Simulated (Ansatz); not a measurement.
[Nd(H2O)6]3+ (NdO6H12³⁺). The state is a quartet with charge 3. Geometry r2SCAN-D4/def2-SVP; atoms count from 1.

```xyz
19

Nd    0.000    0.002   -0.002
O     0.813   -0.155    2.268
H     0.295   -0.141    3.099
H     1.738   -0.247    2.574
O    -0.815    0.156   -2.271
H    -1.740    0.255   -2.576
H    -0.299    0.133   -3.102
O     0.219    2.406    0.088
H     0.528    2.958    0.835
H     0.019    3.058   -0.614
O    -0.220   -2.403   -0.093
H    -0.014   -3.057    0.605
H    -0.536   -2.953   -0.839
O    -2.264    0.180    0.824
H    -2.903   -0.541    0.998
H    -2.758    0.990    1.063
O     2.267   -0.183   -0.816
H     2.762   -0.996   -1.047
H     2.907    0.536   -0.994
```

In the def2 sets Nd takes a core potential; there is no spin–orbit coupling. With an open 4f shell the SCF may have ended on a state above the lowest.

**Question.** Estimate the Mulliken populations from the PBE0/def2-TZVP orbitals of Ansatz.

**Answer.** 
```
atom  charge (e)  spin (α − β)  d electrons
 Nd1        1.95          3.03        10.60
  O2       -0.69          0.00            –
  H3        0.43          0.00            –
  H4        0.43          0.00            –
  O5       -0.69          0.00            –
  H6        0.43          0.00            –
  H7        0.43          0.00            –
  O8       -0.69          0.00            –
  H9        0.43          0.00            –
 H10        0.43          0.00            –
 O11       -0.69          0.00            –
 H12        0.43          0.00            –
 H13        0.43          0.00            –
 O14       -0.69          0.00            –
 H15        0.43          0.00            –
 H16        0.43          0.00            –
 O17       -0.69          0.00            –
 H18        0.43          0.00            –
 H19        0.43          0.00            –
```
Mulliken values depend strongly on the basis.

**Question.** Where does the spin sit?

**Answer.** Summed by element: Nd 3.03, O -0.03, H 0.00, of 3 unpaired in all. Largest on single atoms: Nd1 3.03, O2 0.00, O8 0.00.
